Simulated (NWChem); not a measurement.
BH$_{2}$F; SMILES BF

All runs: NWChem. Structure relaxed at the B3LYP/6-31G* (spherical d) level. Ions are spin-unrestricted doublets at the neutral geometry; other ion states weren't tried.

### Question
Estimate the computed values for PBE/def2-SVP. Quantities: vertical ionisation energy, ΔSCF (eV); −ε(HOMO) (eV).

### Answer
| Item | Result |
|---|---|
| vertical ionisation energy, ΔSCF (eV) | 12.05 |
| −ε(HOMO) (eV) | 7.62 |
